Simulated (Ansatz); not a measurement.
`[InH2][B]1CO1` and `OB1CO1` differ in one atom or group.

Ansatz, PBE0-D4/def2-TZVP geometries, multiplicity 1. Each molecule was computed in one conformer, which needn't be the lowest.

Elements past krypton have def2 core potentials.

```tsv
property	`[InH2][B]1CO1`
LUMO energy (ωB97M-V/def2-TZVPP) / eV	-0.52
ideal-gas entropy at 298 K and 1 bar (rigid rotor, harmonic PBE0-D4/def2-TZVP) / J/(mol·K)	331
HOMO energy (B3LYP/def2-TZVPP) / eV	-7.17
size of the dipole moment (B3LYP/def2-TZVPP) / D	1.10
size of the dipole moment (PBE/def2-TZVPP) / D	0.97
HOMO–LUMO gap (PBE0/def2-TZVPP) / eV	5.36
```

**Question.** What does the change do to each property? (Best estimate.)

**Answer.** Computed: 
```csv
property,`OB1CO1`,shift
LUMO energy (ωB97M-V/def2-TZVPP) / eV,1.74,2.26
"ideal-gas entropy at 298 K and 1 bar (rigid rotor, harmonic PBE0-D4/def2-TZVP) / J/(mol·K)",272,-59
HOMO energy (B3LYP/def2-TZVPP) / eV,-7.87,-0.70
size of the dipole moment (B3LYP/def2-TZVPP) / D,2.98,1.88
size of the dipole moment (PBE/def2-TZVPP) / D,2.78,1.81
HOMO–LUMO gap (PBE0/def2-TZVPP) / eV,8.51,3.15
```

With PBE0 the HOMO falls by 0.71 eV and the LUMO rises by 2.42 eV, so the gap widens by about 3.13 eV. PBE moves the HOMO by -0.43 eV and ωB97M-V by -0.92 eV. The zero-point energy changes by 9.3 kJ/mol with -3 modes. Dipoles are sizes alone; their direction can turn.

B3LYP here is the variant with VWN-RPA as its local correlation; programs differ in this.
